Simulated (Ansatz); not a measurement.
Compare A (`C1=C[SiH2]N1`) with its isomer B (`C[SiH2]C#N`).

Calculated with Ansatz (gas phase, PBE0-D4/def2-TZVP geometries, no zero-point term in ΔE). CCSD(T)/CBS adds triple-zeta CCSD(T) − MP2 to the extrapolated MP2 energy (def2 sets, frozen cores). DFT in def2-TZVPP. B3LYP here is the variant with VWN-RPA as its local correlation; programs differ in this.

**Question.** Which is lower in electronic energy at CCSD(T)/CBS, and by how much? (An estimate is asked.)

**Answer.** Ansatz gave: B, by 97.4 kJ/mol.

**Question.** Give E(B) − E(A) in kJ/mol with CCSD(T)/def2-SVP, B2PLYP, B3LYP-D4, BLYP-D4, HF/def2-TZVPP, r2SCAN-D4, PBE-D4. (Best estimate.)

**Answer.** Computed: CCSD(T)/def2-SVP -121.8, B2PLYP -107.1, B3LYP-D4 -98.0, BLYP-D4 -104.8, HF/def2-TZVPP -126.4, r2SCAN-D4 -82.6, PBE-D4 -74.4. None reverses the order clearly.

**Question.** Does the order hold for the free energy at 298.15 K (harmonic terms from PBE0-D4)? (Estimate.)

**Answer.** Computed: Yes: G(B) − G(A) = -109.6 kJ/mol.

Largest T1 diagnostic: 0.013.

From PBE to PBE0 (25 % exact exchange), in def2-TZVPP and without D4, E(B) − E(A) moves by +4.2 kJ/mol. Leaving LDA and LC-ωPBE aside and taking each functional with its dispersion term where it has one, the values, not all of them listed here, spread over 36.8 kJ/mol, from B2PLYP to HSE06-D4. LDA lies +45.7 kJ/mol from PBE without D4.
